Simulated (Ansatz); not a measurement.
A nudged elastic band was laid between two geometries of BF2H3OSi (8 atoms, charge 0, multiplicity 1).

All numbers below come from RKS B3LYP-D4/def2-SVP (Ansatz 0.2.0).

| Quantity | Value |
| --- | --- |
| movable images | 6 |
| climbing image | no |
| spring | 5.0 eV/Å² |
| optimiser | quadratic models (default) |
| start path | through a guess of the saddle point |
| force threshold | 0.05 eV/Å |
| iteration limit | 45 |
| end points | relaxed |

Initial state:

```xyz
8
Properties=species:S:1:pos:R:3
F 1.663 -1.960 1.073
B 0.599 -1.276 0.687
F -0.598 -1.797 0.947
O 0.733 -0.100 0.056
Si -0.355 1.026 -0.570
H -1.217 1.549 0.525
H 0.460 2.119 -1.155
H -1.192 0.383 -1.619
```

Final state:

```xyz
8
Properties=species:S:1:pos:R:3
F 0.333 -2.167 -0.165
B 0.535 -1.267 0.792
F 1.043 -1.696 1.936
O 0.244 0.030 0.623
Si -0.384 1.040 -0.566
H -1.622 1.659 -0.026
H 0.632 2.084 -0.854
H -0.688 0.258 -1.795
```

(1) Which bonds break or form, and what moves?

(2) Give the energies along the band, and the barrier.

(3) What is the geometry of the highest image?

Answers

(1) No bond is made or broken. The dihedral F1–B2–O4–Si5 goes from 180 to 0°.

(2) The forces met the threshold. The highest image is number 6 of 0 to 7, 0.057 eV above the first end and 0.050 eV above the last; the last end lies 0.007 eV above the first. Beside the main top the profile has a ripple of under 15 meV (maxima at images 2, 6), which may be a very shallow well or noise. The dihedral F1–B2–O4–Si5 jumps by 104° between images 5 and 6, so the path isn't resolved there. No image climbed, so the highest image needn't sit at the top of the path.

```
image  path coordinate (Å)  energy (eV)  dihedral F1–B2–O4–Si5 (°)
    0                 0.00        0.000                        180
    1                 0.93        0.006                       -179
    2                 1.87        0.006                        179
    3                 2.80        0.000                        179
    4                 3.74        0.005                       -180
    5                 4.67        0.051                       -142
    6                 5.61        0.057                        -38
    7                 6.54        0.007                          0
```

(3) 
```xyz
8
Properties=species:S:1:pos:R:3:forces:R:3
F -0.039 -2.442 0.465 -0.04 0.03 -0.03
B 0.613 -1.327 0.774 0.02 -0.03 0.00
F 1.710 -1.455 1.506 -0.01 0.00 0.03
O 0.195 -0.123 0.380 0.05 0.00 0.01
Si -0.461 1.060 -0.590 0.01 0.01 -0.02
H -1.525 1.756 0.177 -0.01 -0.01 0.01
H 0.625 2.014 -0.941 -0.02 0.01 -0.01
H -1.026 0.459 -1.829 0.00 -0.02 0.01
```

The run took 14 min on 1 CPU thread of a shared host.
